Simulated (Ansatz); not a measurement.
Basis-set extrapolation for CH₅BN₂ (`NC1BN1`) (PBE0-D4/def2-TZVP geometry, frozen core, Ansatz). Multiplicity 1, RHF reference.

```tsv
	def2-TZVPP	def2-QZVPP
HF	-174.390939	-174.399518
MP2 correlation	-0.685303	-0.732273
CCSD(T) correlation	-0.740945	-0.782793
```

Energies in hartree. Use E(X) = E(∞) + A·exp(−7.88·√X) for Hartree–Fock and E(X) = E(∞) + B·X^(−2.97) for correlation, with X = 3 and 4.

**Question.** What is the CCSD(T) energy at the basis-set limit?

**Answer.** HF limit: -174.399518 + (-0.008579) × 0.13774 = -174.40070. Correlation limit: -0.782793 + (-0.041848) × 0.74074 = -0.81379. Total: -175.21449 hartree, 216.9 kJ/mol below CCSD(T)/def2-TZVPP.
